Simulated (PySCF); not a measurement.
**How methods differ on the excitation energy of Cd²⁺**

Cd²⁺ [Kr] 4d10 (1S) → Cd²⁺ [Kr] 4d9 5s1 (3D), as a difference of total energies. All numbers are calculated (PySCF 2.14, a scalar-relativistic core potential, in aug-cc-pVTZ-PP with ECP28MDF (6s6p5d3f2g, 88 functions)). Correlated levels: valence: 4s2 4p6 frozen. The calculations carry no spin-orbit coupling.

```json
{"method": "UHF", "excitation energy (eV)": "9.762"}
{"method": "LDA", "excitation energy (eV)": "9.481"}
{"method": "PBE", "excitation energy (eV)": "9.464"}
{"method": "PBE0", "excitation energy (eV)": "9.745"}
{"method": "r2SCAN", "excitation energy (eV)": "9.631"}
{"method": "B2PLYP", "excitation energy (eV)": "9.885"}
{"method": "wB97M-V", "excitation energy (eV)": "10.052"}
{"method": "r2SCAN0", "excitation energy (eV)": "9.811"}
{"method": "PW91", "excitation energy (eV)": "9.446"}
{"method": "MP2 (valence)", "excitation energy (eV)": "10.553"}
{"method": "SCS-MP2 (valence)", "excitation energy (eV)": "10.583"}
```

Task: How much does correlation contribute at MP2 (valence)?

Result: 10.553 − (9.762) = 0.791 eV, measured against UHF.
